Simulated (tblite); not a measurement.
C3F6PS2 (charge -1).
Z-matrix (Å and degrees, GFN2-xTB geometry), rows numbered from 1:
```
F 
C   1  1.3383
F   2  1.3534  1  106.05
F   2  1.3435  1  107.09  3  -112.09
P   2  1.9380  1  117.50  3   125.15
C   5  1.8229  2  105.60  1    55.15
S   6  1.6420  5  128.25  2     8.79
S   6  1.6821  5   98.47  2  -172.90
C   5  1.9034  2   90.87  1   -42.28
F   9  1.3398  5  111.39  2  -164.31
F   9  1.3498  5  110.27  2   -47.78
F   9  1.3379  5  116.42  2    73.22
```

Method: GFN2-xTB as coded in tblite; computed harmonic values from a numerical Hessian at the method's own geometry, unscaled. Against measured fundamentals such values can be off by several per cent, at times by over 20. One conformer, not necessarily the lowest.

Harmonic wavenumbers (cm⁻¹): 37.5, 50.5, 57.4, 74.5, 108.5, 110.5, 129.7, 188.3, 203.1, 222.4, 252.0, 302.0, 365.5, 385.3, 431.6, 462.3, 467.2, 480.2, 494.4, 545.2, 642.5, 664.3, 784.6, 993.7, 1023.3, 1040.9, 1063.7, 1073.4, 1086.1, 1126.7.

A = 767.8, B = 640.6, C = 445.7 MHz; mass 244.908 u (most abundant isotopes); point group C1, symmetry number 1.

**Question.** Zero-point energy?

**Answer.** ½Σν̃ = 7434 cm⁻¹ = 21.25 kcal/mol.

**Question.** Give the ideal-gas entropy at 350 K and 1 bar in the rigid-rotor, harmonic-oscillator model (classical rotation).

**Answer.** Translation 43.21, rotation 32.14, vibration 51.96: S = 127.3 cal/(mol K).

**Question.** And Cp and H(350 K) − H(0)?

**Answer.** Cp = 49.51 cal/(mol K), of which vibrations give 41.56 (their classical limit is 30 R = 59.6); H(350 K) − H(0) = 11.53 kcal/mol without the zero-point energy, 8.75 from vibrations.

**Question.** How do the functions run with temperature in this model?

**Answer.** 
```tsv
T (K)	S (cal/(mol K))	Cp (cal/(mol K))	H − H(0) (kcal/mol)	G − H(0) (kcal/mol)	ln q(vib)
150	92.8	32.3	3.15	-10.78	5.62
250	111.8	42.4	6.91	-21.05	9.79
298.15	119.6	46.1	9.05	-26.62	11.66
400	134.1	52.2	14.08	-39.57	15.32
600	156.7	59.0	25.28	-68.75	21.59
900	181.6	63.3	43.72	-119.71	29.24
```

q(vib) and H(0) count from the zero-point level.

**Question.** Which modes carry the vibrational entropy at 350 K?

**Answer.** 37.5 cm⁻¹: 5.70; 50.5 cm⁻¹: 5.11; 57.4 cm⁻¹: 4.86; 74.5 cm⁻¹: 4.35; 108.5 cm⁻¹: 3.61; 110.5 cm⁻¹: 3.57 cal/(mol K); the other 24 give 24.75 together.

**Question.** What must be added to the electronic energy to get the Gibbs energy at 350 K and 1 bar?

**Answer.** ZPE + [H(350 K) − H(0)] − T·S = 21.25 + 11.53 − 44.56 = -11.78 kcal/mol.

**Question.** Blend soft modes into free rotors: weight 1/[1 + (100 cm⁻¹/ν̃)⁴] for the oscillator and the rest for a rotor with moment μB/(μ + B), μ = h/(8π²ν), B = 10⁻⁴⁴ kg m². What vibrational entropy results?

**Answer.** 46.30 cal/(mol K) in place of 51.96, which changes −T·S at 350 K by +1.98 kcal/mol.

Hindered rotation and anharmonicity are outside this model. Other conformers, if any are populated, would add a mixing term that is left out. The structure is chiral; the term R ln 2 for an equal mix with its mirror image is left out.

Run on an Arm Neoverse V2 with one thread, on a shared host. This covers the Hessian and the dipole derivatives.
